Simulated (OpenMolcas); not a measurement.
# Eu3+: CASPT2 settings compared

- Program: OpenMolcas
- Basis: ANO-RCC-VQZP [9s8p6d4f3g2h]
- Scalar Hamiltonian: DKH4, point nucleus
- Active space: 6 electrons in 7 orbitals (4f)
- State averaging: 2S+1 = 7 even, 7 roots; 2S+1 = 5 even, 42 roots kept (CI in the orbitals of an earlier block)
- Spin-orbit coupling: RASSI with atomic mean-field integrals over the reference wave functions, term energies averaged over their components

Methods on the same reference wave functions:
A. CASSCF
B. SS-CASPT2, IPEA 0.4 Eh, sigma1 regulariser 0.1 Eh (closed shells correlated: 4d 5s 5p)
C. SS-CASPT2, IPEA 0.75 Eh, no level shift (closed shells correlated: 4d 5s 5p)
D. XMS-CASPT2, IPEA 0.2 Eh, sigma1 regulariser 0.25 Eh (closed shells correlated: 5s 5p)

Energies in cm-1 above 4f6 7F0.

```csv
Level,A,B,C,D
4f6 7F0,0.0,0.0,0.0,0.0
4f6 7F1,376,393,385,387
4f6 7F2,1078,1124,1102,1106
4f6 7F3,2020,2090,2060,2070
4f6 7F4,3096,3180,3140,3150
4f6 7F5,4200,4280,4240,4250
4f6 7F6,5241,5280,5260,5270
4f6 5D0,22988,20940,21850,21670
4f6 5D1,23898,21830,22750,22570
4f6 5D2,25757,23660,24590,24410
4f6 5D3,28628,26500,27450,27270
```

Among B to D the level of the table that moves most is 4f6 5D3, by 940 cm-1 (lowest in B, highest in C). Moves below CASPT2's spread within the term are not significant.

The lowest spin-free term lies below A's lowest term by 1.047 hartree in B, 1.030 hartree in C, 0.499 hartree in D.

CASPT2 does not keep the components of a term degenerate, so their means are used; among the terms shown or strongly mixed into the levels shown the widest spread is 200 cm-1 (4f6 5D, D). High states are left out of the spin-orbit mixing, which shifts the levels that they would mix with. Terms from blocks run as CI alone lack orbitals of their own. Without dynamic correlation excited terms often stand tens of per cent too high (terms of higher spin than the ground term too low), and those without a measured partner can miss by more than the paired ones (holds for A). Only configurations of the active space appear. The table leaves out levels that lie high or whose names do not pair safely across all columns.
